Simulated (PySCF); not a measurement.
# Relaxation of singlet LaF3

Computed with B3LYP/[La def2-TZVP with ECP46, F def2-TZVP], scalar-relativistic core potentials, density fitting, no spin–orbit coupling, PySCF. A (50,194) grid was used.

A hand-made trigonal planar start, of D3h symmetry, held to at least that symmetry:

```xyz
4
charge 0 multiplicity 1, angstrom
La    0.0000    0.0000    0.0000
F     2.4400    0.0000    0.0000
F    -1.2200    2.1131    0.0000
F    -1.2200   -2.1131    0.0000
```

At each step, columns x, y, z (Å) and Fx, Fy, Fz (eV/Å):

```
step 0  E − E(last) = 136.34 kJ/mol
La   0.000   0.000   0.000   0.067   0.000   0.000
F    2.440   0.000   0.000  -2.936   0.000   0.000
F   -1.220   2.113   0.000   1.434  -2.553   0.000
F   -1.220  -2.113   0.000   1.434   2.553   0.000
step 1  E − E(last) = 39.77 kJ/mol
La   0.000   0.000   0.000   0.059   0.000   0.000
F    2.304   0.000   0.000  -1.871   0.000   0.000
F   -1.152   1.995   0.000   0.906  -1.642   0.000
F   -1.152  -1.995   0.000   0.906   1.642   0.000
step 2  E − E(last) = 3.28 kJ/mol
La   0.000   0.000   0.000   0.043   0.000   0.000
F    2.136   0.000   0.000   0.675   0.000   0.000
F   -1.068   1.850   0.000  -0.359   0.574   0.000
F   -1.068  -1.850   0.000  -0.359  -0.574   0.000
step 3  E − E(last) = 0.24 kJ/mol
La   0.000   0.000   0.000   0.071   0.000   0.000
F    2.180   0.000   0.000  -0.188   0.000   0.000
F   -1.090   1.888   0.000   0.059  -0.160   0.000
F   -1.090  -1.888   0.000   0.059   0.160   0.000
step 4  E − E(last) = 0.00 kJ/mol
La   0.000   0.000   0.000   0.065   0.000   0.000
F    2.171   0.000   0.000  -0.024   0.000   0.000
F   -1.085   1.880   0.000  -0.021  -0.020   0.000
F   -1.085  -1.880   0.000  -0.021   0.020   0.000
step 5  E − E(last) = 0.00 kJ/mol
La   0.000   0.000   0.000   0.065   0.000   0.000
F    2.170   0.000   0.000  -0.010   0.000   0.000
F   -1.085   1.879   0.000  -0.027  -0.009   0.000
F   -1.085  -1.879   0.000  -0.027   0.009   0.000
```

It ends at D3h with La–F 2.169 Å (×3); F–La–F 120.0° (×3) (after a last refinement on a finer grid). A frequency run shows 1 imaginary mode, down to 30i cm⁻¹, so it is a saddle point. Other isomers or separated fragments may lie lower.

The relaxation took 15 s on 4 threads of a shared Arm Neoverse V1 host, with 133 basis functions and 6 gradients; the process peaked at 0.99 GiB.
